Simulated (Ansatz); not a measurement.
`C[Si](O)(Cl)Br` + H–F → `O[Si](F)(Cl)Br` + CH₄  (ligand exchange at the Si–C bond)

Gas-phase electronic energies from Ansatz, PBE0-D4/def2-TZVP geometries. CCSD(T)/CBS adds triple-zeta CCSD(T) − MP2 to the extrapolated MP2 energy (def2 sets, frozen cores). This one scheme is used for every species. DFT in def2-TZVPP. B3LYP here is the variant with VWN-RPA as its local correlation; programs differ in this. For Br outer-core shells are correlated without core-valence functions, which leaves a few kJ/mol of doubt a bond. Scalar relativity is left out up to krypton. One conformer a species, not always the lowest.

```
             level  ΔE (kJ/mol)  difference from CCSD(T)/CBS
       LDA (SPW92)       -121.7                          6.1
            PBE-D4       -120.7                          7.1
           BLYP-D4       -132.1                         -4.3
         r2SCAN-D4       -135.4                         -7.6
        r2SCAN0-D4       -133.3                         -5.5
          BHLYP-D4       -138.5                        -10.7
      CAM-B3LYP-D4       -138.5                        -10.7
           ωB97X-V       -132.1                         -4.3
           ωB97M-V       -131.4                         -3.6
            r2SCAN       -136.7                         -8.9
             B3LYP       -140.5                        -12.7
           LC-ωPBE       -130.2                         -2.4
       HF/def2-SVP       -138.2                        -10.4
    MP2/def2-TZVPP       -127.2                          0.6
SCS-MP2/def2-QZVPP       -132.9                         -5.1
     MP2/CBS(def2)       -125.3                          2.5
       CCSD(T)/CBS       -127.8                            0
```

Largest T1 diagnostic among the species: 0.009.

In def2-TZVPP, CCSD(T) changes the Hartree–Fock value by +22.1 kJ/mol (the triples alone add +2.8 kJ/mol) and MP2 by +24.5 kJ/mol. From BLYP to BHLYP (50 % exact exchange), in def2-TZVPP and without D4, ΔE moves by −3.9 kJ/mol.
